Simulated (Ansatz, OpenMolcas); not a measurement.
## How basis sets differ on CuOH (SMILES [Cu]O)

CuOH: 3 atoms, total charge 0, spin state singlet. As SMILES, `[Cu]O`. The coordinates come from a PBE0-D4/def2-TZVP relaxation.

```jsonl
{"atom": "Cu", "x (Å)": "-1.1528", "y (Å)": "0.2853", "z (Å)": "-0.5969"}
{"atom": "O", "x (Å)": "0.4129", "y (Å)": "0.3078", "z (Å)": "0.2600"}
{"atom": "H", "x (Å)": "0.7399", "y (Å)": "-0.5931", "z (Å)": "0.3369"}
```

Quantity: the HOMO–LUMO gap, in eV. The values are calculated.

```json
{"level": "HF/ANO-R0 (sfX2C)", "kind": "Hartree–Fock", "program": "OpenMolcas", "value (eV)": "12.53", "CPU time": "3.9 s"}
{"level": "HF/ANO-RCC-MB (DKH2)", "kind": "Hartree–Fock", "program": "OpenMolcas", "value (eV)": "11.00", "CPU time": "1.8 s"}
{"level": "HF/STO-3G", "kind": "Hartree–Fock", "program": "Ansatz", "value (eV)": "10.72", "CPU time": "0.73 s"}
{"level": "HF/3-21G", "kind": "Hartree–Fock", "program": "OpenMolcas", "value (eV)": "9.64", "CPU time": "2.5 s"}
{"level": "HF/pc-1", "kind": "Hartree–Fock", "program": "OpenMolcas", "value (eV)": "11.05", "CPU time": "3.1 s"}
{"level": "HF/cc-pVTZ", "kind": "Hartree–Fock", "program": "OpenMolcas", "value (eV)": "10.29", "CPU time": "22 s"}
```

The values span 9.64 to 12.53 eV. A Hartree–Fock LUMO above zero doesn't converge with the basis: it sinks as sets grow more diffuse. Orbital gaps aren't excitation energies. CPU times are rough (shared hosts, several kinds of processor and program).
